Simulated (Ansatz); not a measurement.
Reaction (formal exchange of groups at a B–Ge bond): `[BH2][GeH2][O][SiH2]F` + `ClBr` → `BBr` + `F[SiH2][O][GeH2][Cl]`

Calculated with Ansatz (gas phase, PBE0-D4/def2-TZVP geometries, no zero-point term in ΔE). CCSD(T)/CBS is the MP2 limit (def2-TZVPP, def2-QZVPP) plus CCSD(T) − MP2 in def2-TZVPP, frozen cores. DFT in def2-TZVPP. B3LYP here is the variant with VWN-RPA as its local correlation; programs differ in this. For Br, Ge outer-core shells are correlated without core-valence functions, which leaves a few kJ/mol of doubt a bond. Scalar relativity is left out up to krypton. Each species was taken in one conformer, which may not be the lowest.

CCSD(T)/CBS gives -75.4 kcal/mol.

Q: Another level gave -73.3 kcal/mol. Which?
A. CCSD(T)/def2-TZVPP
B. SCS-MP2/def2-TZVPP
C. PBE0/def2-TZVPP
D. B3LYP-D4/def2-TZVPP

A: D. B3LYP-D4 -73.3, SCS-MP2/def2-TZVPP -78.6, CCSD(T)/def2-TZVPP -76.9, PBE0 -74.4 kcal/mol.

Largest T1 diagnostic among the species: 0.012.

From PBE to PBE0 (25 % exact exchange), in def2-TZVPP and without D4, ΔE moves by −2.9 kcal/mol.
